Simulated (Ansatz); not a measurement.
The inner images of a band of CH5BO + ClH (10 atoms, charge 0, multiplicity 1) are given out of order.

Theory: RKS CAM-B3LYP-D4/def2-SVP in Ansatz.

First end point:

```xyz
10
Properties=species:S:1:pos:R:3
B -0.036 -0.512 -0.015
O -0.494 0.183 1.064
H -1.272 -0.203 1.485
C 1.216 0.001 -0.786
H 1.999 -0.776 -0.779
H 0.964 0.157 -1.848
H 1.632 0.931 -0.375
H -0.635 -1.518 -0.332
Cl 1.018 2.851 1.833
H 0.323 1.772 1.618
```

Last end point:

```xyz
10
Properties=species:S:1:pos:R:3
B -0.008 0.441 -0.032
O 0.109 -0.037 1.591
H -0.750 -0.401 1.855
C 1.360 0.053 -0.717
H 1.534 -1.035 -0.693
H 1.339 0.355 -1.776
H 2.226 0.552 -0.253
H -1.024 -0.123 -0.380
Cl -0.279 2.269 0.206
H 0.210 0.811 2.063
```

Put them in order from the first end to the last, with their energies above the first end.
A.
```xyz
10
Properties=species:S:1:pos:R:3
B 0.031 -0.302 0.086
O 0.024 -0.195 1.447
H -0.830 -0.408 1.843
C 1.370 -0.093 -0.681
H 1.745 -1.095 -0.959
H 1.230 0.454 -1.625
H 2.147 0.402 -0.081
H -1.007 -0.589 -0.469
Cl -0.110 2.925 0.865
H 0.114 1.786 1.439
```
B.
```xyz
10
Properties=species:S:1:pos:R:3
B -0.022 -0.466 0.020
O -0.259 -0.015 1.284
H -1.090 -0.326 1.664
C 1.288 -0.050 -0.712
H 1.844 -0.954 -1.013
H 1.044 0.475 -1.651
H 1.943 0.596 -0.111
H -0.856 -1.185 -0.490
Cl 0.552 3.031 1.334
H 0.270 1.779 1.538
```
C.
```xyz
10
Properties=species:S:1:pos:R:3
B 0.045 -0.141 0.104
O 0.109 -0.206 1.482
H -0.740 -0.403 1.895
C 1.383 -0.043 -0.684
H 1.691 -1.093 -0.841
H 1.289 0.415 -1.679
H 2.190 0.453 -0.125
H -1.035 -0.283 -0.420
Cl -0.241 2.613 0.691
H 0.023 1.572 1.442
```
D.
```xyz
10
Properties=species:S:1:pos:R:3
B 0.004 0.324 0.006
O 0.121 0.008 1.601
H -0.704 -0.389 1.921
C 1.374 0.020 -0.704
H 1.581 -1.059 -0.798
H 1.345 0.436 -1.723
H 2.221 0.485 -0.176
H -1.027 -0.183 -0.376
Cl -0.254 2.249 0.331
H 0.054 0.994 1.783
```
E.
```xyz
10
Properties=species:S:1:pos:R:3
B 0.001 -0.405 0.056
O -0.113 -0.105 1.381
H -0.959 -0.366 1.766
C 1.329 -0.080 -0.691
H 1.779 -1.027 -1.039
H 1.130 0.509 -1.601
H 2.064 0.454 -0.073
H -0.946 -0.926 -0.493
Cl 0.217 3.031 1.077
H 0.213 1.799 1.482
```
F.
```xyz
10
Properties=species:S:1:pos:R:3
B 0.028 0.112 0.063
O 0.115 -0.023 1.551
H -0.708 -0.370 1.922
C 1.385 0.002 -0.692
H 1.632 -1.070 -0.798
H 1.327 0.423 -1.706
H 2.213 0.485 -0.153
H -1.035 -0.219 -0.395
Cl -0.250 2.347 0.533
H 0.008 1.197 1.537
```
G.
```xyz
10
Properties=species:S:1:pos:R:3
B -0.034 -0.498 -0.006
O -0.382 0.084 1.176
H -1.189 -0.272 1.567
C 1.253 -0.027 -0.747
H 1.925 -0.886 -0.911
H 0.988 0.338 -1.754
H 1.797 0.767 -0.219
H -0.754 -1.376 -0.433
Cl 0.809 2.977 1.605
H 0.303 1.779 1.585
```

G (+0.01 eV), B (+0.03 eV), E (+0.06 eV), A (+0.10 eV), C (+0.27 eV), F (+0.94 eV), D (+0.46 eV).

The run took 2.3 min on 4 threads of Arm Neoverse V2 (shared host), peak memory 0.2 GiB.
